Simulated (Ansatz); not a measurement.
Stepwise reaction of `C[Si](C)(F)BF` with hydrogen, as a gas-phase model of exchange steps in deposition or etching. ΔE in kJ/mol.

Gas-phase electronic energies from Ansatz, PBE0-D4/def2-TZVP geometries. CCSD(T)/CBS adds triple-zeta CCSD(T) − MP2 to the extrapolated MP2 energy (def2 sets, frozen cores). This one scheme is used for every species. Functionals use def2-TZVPP. B3LYP here is the variant with VWN-RPA as its local correlation; programs differ in this. One conformer a species, not always the lowest.

| step | reaction | PBE-D4 | B3LYP-D4 | ωB97M-V | CCSD(T)/CBS |
| --- | --- | --- | --- | --- | --- |
| 1 | `C[Si](C)(F)BF` + H₂ → `B[Si](C)(C)F` + H–F | 124.8 | 125.1 | 123.3 | 115.0 |
| 2 | `B[Si](C)(C)F` + H₂ → `B[SiH](C)C` + H–F | 117.5 | 127.6 | 127.0 | 122.5 |

Problem. By hand: ΔE of the 2 steps together at CCSD(T)/CBS.

Solution. (115.0) + (122.5) = 237.5 kJ/mol, or 118.8 kJ/mol a step.

In ΔE each step is higher than the one before. All are uphill at CCSD(T)/CBS. PBE-D4 differs from CCSD(T)/CBS by -5.0 to 9.8 kJ/mol a step. Isolated molecules leave out the surface, adducts and barriers. Largest T1 diagnostic: 0.012.
